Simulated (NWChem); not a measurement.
System meant: CHAuO; SMILES [O+]#[C-]->[AuH]

The following NWChem deck was run.

```
start job
memory heap 200 mb stack 900 mb global 1100 mb
geometry units angstroms noautoz
  Au    -0.199355     0.358934     0.000000
  H     -0.397240     1.957326     0.000000
  O      0.147774    -2.736529     0.000000
  C      0.026817    -1.613467     0.000000
end
basis spherical
  * library def2-svp
end
ecp
  Au library def2-ecp
end
dft
  xc pbe0
  iterations 4
  mulliken
end
task dft energy
```

End of the output:

```
    Atom       Charge   Shell Charges
 -----------   ------   -------------------------------------------------------
    1 Au  19    19.08   0.00  0.02  1.05  0.90  0.64  0.49  4.95  1.16  0.29  7.81  1.76  0.02
    2 H    1     1.18   0.63  0.51  0.04
    3 O    8     7.89   1.98  0.93  0.62  2.63  1.70  0.04
    4 C    6     5.85   1.97  0.75  0.47  1.60  0.88  0.17

 center of mass
 --------------
 x =   0.00019429 y =   0.10574270 z =   0.00000000

 moments of inertia (a.u.)
 ------------------
         650.452199198789           0.000000000000           0.000000000000
           0.000000000000           0.001902331042           0.000000000000
           0.000000000000           0.000000000000         650.454101529831

     Multipole analysis of the density
     ---------------------------------

     L   x y z        total         alpha         beta         nuclear
     -   - - -        -----         -----         ----         -------
     0   0 0 0     -0.000000    -17.000000    -17.000000     34.000000

     1   1 0 0      0.008321      0.013160      0.013160     -0.017999
     1   0 1 0     -1.082232     20.700424     20.700424    -42.483079
     1   0 0 1     -0.000000     -0.000000     -0.000000      0.000000

     2   2 0 0    -25.859440    -12.930455    -12.930455      0.001471
     2   1 1 0      0.007056      0.040975      0.040975     -0.074893
     2   1 0 1     -0.000000     -0.000000     -0.000000      0.000000
     2   0 2 0    -27.282501   -160.486972   -160.486972    293.691444
     2   0 1 1      0.000000      0.000000      0.000000      0.000000
     2   0 0 2    -25.859327    -12.929664    -12.929664      0.000000

 ------------------------------------------------------------------------
 dft energy failed                                                                                  0
 ------------------------------------------------------------------------
 ------------------------------------------------------------------------
  current input line :
    20: task dft energy
 ------------------------------------------------------------------------
 ------------------------------------------------------------------------
 This type of error is most commonly associated with calculations not reaching convergence criteria
 ------------------------------------------------------------------------
 For more information see the NWChem manual at https://nwchemgit.github.io

0:dft energy failed:Received an Error in Communication
```

Q: Find the fault in this run and fix the input.

A: The run did not converge; its last values are not results. Cause: the SCF was allowed too few iterations. This input runs:
```
start job
memory heap 200 mb stack 900 mb global 1100 mb
geometry units angstroms noautoz
  Au    -0.199355     0.358934     0.000000
  H     -0.397240     1.957326     0.000000
  O      0.147774    -2.736529     0.000000
  C      0.026817    -1.613467     0.000000
end
basis spherical
  * library def2-svp
end
ecp
  Au library def2-ecp
end
dft
  xc pbe0
  iterations 150
  mulliken
end
task dft energy
```
It converges to -249.44774 Ha (PBE0/def2-SVP with def2 effective core potentials on Au).
